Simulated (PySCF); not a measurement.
Computed Raman spectrum (relative Raman activity) of a molecule C₄H₈BN. The structure is a stationary point at B3LYP-D3(BJ)/def2-SVP. One conformer was computed; it need not be the lowest. The numbers are results of PySCF with B3LYP-D3(BJ)/def2-SVP, not measurements. No scaling factor is applied to the harmonic values.

```tsv
ν (cm⁻¹)	relative intensity
690	3.9
732	2.9
954	2.8
1109	6.4
1131	2.4
1403	18
1609	2.5
1688	5.7
2997	6.8
3000	100
3023	71
3147	29
3172	67
3585	50
3679	26
```

Task: Which molecule gave these data?
(A) NB1CC=CC1
(B) CB1C=NCC1
(C) CB1CN=C1C
(D) CCB1C=NC1

Result: A, NB1CC=CC1
